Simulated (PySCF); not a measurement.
## Electron correlation in Ta⁵⁸⁺ (tantalum, charge +58)

[Ne] 3s2 3p3, high-spin 4S determinant. All numbers are calculated (PySCF 2.14, scalar relativity by spin-free X2C-1e, in an uncontracted even-tempered set (17 s from 16 bohr⁻², ratio 2.5; 12 p from 20 bohr⁻², ratio 2.5; 4 d from 79 bohr⁻², ratio 2.7; 4 f from 120 bohr⁻², ratio 2.7)). Frozen: 1s2; 13 electrons correlated; the 20 highest virtual orbitals of each spin left out.

| level | correlation energy (mhartree) |
| --- | --- |
| CCSD | -562.12 |
| (T) | -0.47 |
| CCSD(T) | -562.59 |

Diagnostics: T1 = 0.00013, D1 = 0.0004, largest double amplitude 0.015.

Spin-orbit coupling is strong in this species (close to jj coupling), so the high-spin LS determinant is a model state, not a physical level.

Cost of the coupled-cluster step: about 40 core-seconds, for 13 correlated electrons.

At this charge the one-electron X2C treatment keeps the bare 1/r₁₂, with no two-electron picture change or Breit term. The effect here is smaller than on the frozen 1s shell; and a scalar Hamiltonian misses the large spin-orbit splitting of the p shells, which matters for ns² → np² pairs.

Spin-orbit coupling is strong in this species, so the high-spin LS determinant is a model state.
